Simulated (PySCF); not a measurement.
How methods differ on the ionisation energy of C³⁺

C³⁺ [He] 2s1 [2s1/2^1, M_J = 1/2] → C⁴⁺ 1s2, as a difference of total energies. All numbers are calculated (PySCF 2.14, the two-component X2C-1e Hamiltonian, in x2c-TZVPPall-2c). Correlated levels: 1s2 frozen. "Screened" scales the spin-orbit matrix elements by Boettger's factors to mimic the two-electron term; Breit and QED terms are absent.

```json
{"method": "GHF (screened spin-orbit)", "ionisation energy (eV)": "64.365"}
{"method": "GMP2 (screened spin-orbit)", "ionisation energy (eV)": "64.365"}
{"method": "GCCSD (screened spin-orbit)", "ionisation energy (eV)": "64.365"}
{"method": "GCCSD(T) (screened spin-orbit)", "ionisation energy (eV)": "64.365"}
```

Errors of the correlated levels include the incompleteness of this basis and the frozen core.

For comparison: 64.494 eV (measured; NIST Atomic Spectra Database, ionization energies).
